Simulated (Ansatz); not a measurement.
This geometry of AlH$_{3}$Se (5 atoms, charge 0, multiplicity 1) is a first-order saddle point.

Computed with RKS PBE-D4/def2-SVP (Ansatz 0.2.0).

```xyz
5
Properties=species:S:1:pos:R:3
Al -0.304 -0.611 0.099
Se 1.432 0.976 0.405
H -1.582 -0.586 1.060
H -0.186 -1.704 -1.062
H 0.690 1.851 -0.545
```

Problem. Which two structures does it join? (They come from a converged band through this point; their orientation in space is the band's.)

Solution. No bond is made or broken. The dihedral H4–Al1–Se2–H5 goes from 0 to 179°. The two ends are copies of one structure, up to a mirror image or an exchange of like atoms.

First end point:

```xyz
5
Properties=species:S:1:pos:R:3
Al -0.439 -0.536 0.167
Se 0.870 1.358 0.527
H -1.242 -1.078 1.433
H -0.478 -1.193 -1.287
H 1.339 1.375 -0.883
```

Last end point:

```xyz
5
Properties=species:S:1:pos:R:3
Al -0.358 -0.586 -0.212
Se 1.104 1.210 -0.474
H -1.019 -0.853 1.215
H -0.617 -1.469 -1.514
H 0.939 1.624 0.944
```

Problem. How far does it lie above each of them?

Solution. 34.1 kJ/mol above the first and 34.1 kJ/mol above the second. This is the barrier of this one path; another mechanism may lie lower.

Run time: 32 s on 1 thread of Arm Neoverse V2, on a shared host, peak memory 0.11 GiB.
